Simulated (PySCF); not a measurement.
Write a Z-matrix for InChI=1S/CH8B2N2/c1-4-3-5-2/h3-5H,2H2,1H3 as optimised with PBE0-D3(BJ)/def2-SVP.

Z-matrix in Å and degrees, rows numbered from 1:
```
B 
N   1  1.4005
B   2  1.4565  1  129.30
N   3  1.3932  2  122.12  1     0.72
C   4  1.4382  3  126.57  2   179.87
H   1  1.2136  2  119.93  3    -0.42
H   1  1.2101  2  120.08  3   179.65
H   2  1.0141  1  116.33  3  -179.43
H   3  1.2118  2  118.63  1  -179.11
H   4  1.0148  3  118.47  2     0.10
H   5  1.1040  4  112.15  3  -119.18
H   5  1.0987  4  109.51  3     0.28
H   5  1.1040  4  112.15  3   119.71
```

The 5 heavy atoms lie in one plane (0.002 Å rms). N4 (boron-bound nitrogen) is planar (angles 126.6°, 118.5° and 115.0°, sum 360.0°, 0.00 Å off the plane of its three neighbours). The 3 B–N bonds span 1.393 Å (B3–N4, drawn single) to 1.457 Å (N2–B3, drawn single), a spread of 0.064 Å. B3 (three-coordinate boron) is planar (angles 122.1°, 119.2° and 118.6°, sum 360.0°, 0.00 Å off the plane of its three neighbours).

The calculation used PySCF, PBE0-D3(BJ)/def2-SVP geometry optimisation, gas phase.

Point group: Cs (every atom within 0.08 Å of its image). Stationary, but not proved a minimum. One conformer, not necessarily the lowest (B1–N2–B3–N4 1°, N2–B3–N4–C5 180°).
